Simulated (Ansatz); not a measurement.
Species: C3H2F2, SMILES `FC#CCF` (charge 0, multiplicity 1), formula C₃H₂F₂.

**Question.** How many basis functions does frozen-core CCSD(T)/cc-pVTZ // PBE-D3(BJ)/def2-TZVP (Ansatz, a first-principles code) use, how many core orbitals are frozen, and how many electrons are correlated?

**Answer.** 178 basis functions and 5 frozen orbitals, which leaves 28 correlated electrons. Core time is of the order of seconds.
